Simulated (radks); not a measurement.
The numbers below are computed, except where a source is named.
Isoelectronic series with 18 electrons, all held in the configuration [Ar], which need not be the ground one along the series. Code: a radial shooting solver on a logarithmic mesh with Libxc functionals. Model: Dirac Kohn-Sham, LDA (Slater exchange, Perdew-Wang correlation), spin-unpolarised, spherical densities, point nucleus. Total energies (hartree) and orbital eigenvalues (eV):

ion    E (hartree)      3p3/2      3p1/2      3s1/2      2p3/2
Ar      -527.81139   -10.3241   -10.5035   -24.2613  -229.0879
V5+     -941.07251  -117.0717  -118.0512  -144.2975  -582.5323
Ni10+  -1480.70102  -303.5252  -306.5447  -345.6258  -1111.263
As15+  -2148.46359  -567.1537  -574.3214  -626.5355  -1811.969
Sr20+  -2946.86145  -907.6492  -922.2084  -987.9134  -2684.263
Tc25+  -3879.03673  -1325.215  -1351.846  -1431.476  -3728.470
Cd30+  -4948.81725  -1820.292  -1865.457  -1959.536  -4945.258
I35+   -6160.80563  -2393.478  -2465.830  -2574.984  -6335.529
Ce40+   -7520.5040  -3045.504  -3156.373  -3281.343  -7900.383
Eu45+   -9034.4800  -3777.223  -3941.200  -4082.869  -9641.096
Er50+  -10710.5872  -4589.608  -4825.269  -4984.683  -11559.11
Ta55+  -12558.2601  -5483.749  -5814.557  -5992.963  -13656.04
Pt60+  -14588.9160  -6460.852  -6916.309  -7115.197  -15933.62
